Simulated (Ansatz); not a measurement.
`[CH3][SnH2][SiH3]` + `CB(C)N` → `CB(C)N[SiH3]` + `[CH3][SnH3]` at 500 K and 1 bar (cleavage of the Si–Sn bond).

Gas-phase electronic energies from Ansatz, PBE0-D4/def2-TZVP geometries. CCSD(T)/CBS adds triple-zeta CCSD(T) − MP2 to the extrapolated MP2 energy (def2 sets, frozen cores). Elements past krypton have def2 core potentials. For Sn outer-core shells are correlated without core-valence functions, which leaves a few kJ/mol of doubt a bond. Each species was taken in one conformer, which may not be the lowest.

```
            species  CCSD(T)/CBS energy (Eh)  H − E (kJ/mol)  S (J/(mol·K))
`[CH3][SnH2][SiH3]`               -545.95552           243.6          429.7
           `CB(C)N`               -160.48988           318.4          371.9
     `CB(C)N[SiH3]`               -450.78486           371.7          455.7
      `[CH3][SnH3]`               -255.66383           180.3          330.7
```

H − E and S are ideal-gas, rigid-rotor, harmonic terms from PBE0-D4/def2-TZVP, for one conformer and one mirror image of each species. 1 Eh = 2625.50 kJ/mol, R = 8.31446 J/(mol·K).

Question: By hand: ΔE, ΔH, ΔS and ΔG.

Answer: ΔE = (-450.78486) + (-255.66383) − (-545.95552) − (-160.48988) = -0.00329 Eh = -8.6 kJ/mol. Δ(H − E) = 371.7 + 180.3 − 243.6 − 318.4 = -10.0, so ΔH = -18.6 kJ/mol. ΔS = 455.7 + 330.7 − 429.7 − 371.9 = -15.2 J/(mol·K). ΔG = -18.6 − 500 × (-15.2)/1000 = -11.0 kJ/mol.

Question: By hand: the equilibrium constant, and the temperature at which ΔG would vanish if ΔH and ΔS stayed fixed.

Answer: log₁₀ K = −ΔG/(RT ln 10) = 1.1. ΔG = 0 at ΔH/ΔS = 1224 K, though so small a ΔS makes that figure unsure.

TΔS isn't small against ΔH here. A doubt of 5 kJ/mol in ΔE shifts log₁₀ K by 0.5 here. Other conformers and mirror images would add mixing entropy, several J/(mol·K) or more a flexible species. Modes under 60 cm⁻¹, often nearly free rotors, make the harmonic entropy too high. These are equilibria of isolated gas molecules and say nothing of rates. Largest T1 diagnostic: 0.012 (customary marks: 0.02 for closed shells, 0.045 for open ones).
